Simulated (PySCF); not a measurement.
**Radial density of S³⁺ (sulfur, charge +3)**

r2SCAN0, [Ne] 3s2 3p1, 2P determinant. All numbers are calculated (PySCF 2.14, scalar relativity by spin-free X2C-1e, in aug-cc-pCVQZ-DK (10s9p7d5f3g, 134 functions)).

| r (bohr) | 4πr²ρ (e/bohr) | 4πr²(ρα − ρβ) |
| --- | --- | --- |
| 0.00150 | 0.08836 | 0.0000 |
| 0.00253 | 0.2309 | 0.0000 |
| 0.00425 | 0.5941 | 0.0000 |
| 0.00715 | 1.481 | 0.0000 |
| 0.0120 | 3.488 | 0.0001 |
| 0.0202 | 7.443 | 0.0003 |
| 0.0340 | 13.39 | 0.0017 |
| 0.0572 | 18.15 | 0.0090 |
| 0.0962 | 16.18 | 0.0388 |
| 0.162 | 11.91 | 0.1163 |
| 0.272 | 16.27 | 0.1764 |
| 0.458 | 14.77 | 0.0384 |
| 0.770 | 4.227 | 0.1180 |
| 1.30 | 2.479 | 0.6951 |
| 2.18 | 0.9358 | 0.3578 |
| 3.67 | 0.02790 | 0.0160 |
| 6.17 | 1.795e-05 | 0.0000 |

Densities and radii are taken from the X2C orbitals without a picture-change correction, which distorts them close to the nucleus.
